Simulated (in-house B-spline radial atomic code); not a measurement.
**Ionising neutral antimony with different functionals**

Computed with a B-spline radial code for spherical atoms: four-component Dirac-Coulomb Hamiltonian, Fermi nucleus of rms radius 4.6802 fm, spin-restricted, spherical fractional occupations for the functionals, and exact exchange of hybrids averaged over the configuration. The ionisation energy is the difference of two self-consistent energies, [Kr] 4d10 5s2 5p3 → [Kr] 4d10 5s2 5p2, without Breit or QED terms; ε is the level of the shell that loses the electron (mean over j). The electron is taken from both j subshells in proportion to 2j + 1, so the result is a j average, not the step between ground levels.

```json
{"method": "PBE0", "rung": "global hybrid", "ΔSCF (eV)": "8.36", "-ε(5p) (eV)": "5.86"}
{"method": "HSE06", "rung": "range-separated hybrid", "ΔSCF (eV)": "8.37", "-ε(5p) (eV)": "5.47"}
{"method": "CAM-B3LYP", "rung": "range-separated hybrid", "ΔSCF (eV)": "?", "-ε(5p) (eV)": "?"}
{"method": "LC-wPBE", "rung": "range-separated hybrid", "ΔSCF (eV)": "?", "-ε(5p) (eV)": "?"}
```

What does CAM-B3LYP give?

ΔSCF 8.40 eV, and -ε(5p) = 7.10 eV.

What does LC-wPBE give?

ΔSCF 8.43 eV, and -ε(5p) = 8.35 eV.

Among the functionals, which spreads more, the ΔSCF values or the orbital energies?

The orbital energies: ΔSCF values span about 0.07 eV and the orbital energies 2.89 eV; here energy differences depend much less on the functional than eigenvalues do.

How do they compare with the NIST value?

NIST lists 8.608 eV (measured, ground level to ground level). Errors run from -0.25 to -0.18 eV; LC-wPBE is closest (-0.18 eV), but part of that can be cancellation, since the calculations leave out Breit-QED terms, spin polarisation, the choice among j levels, multiplet and fine-structure energies.
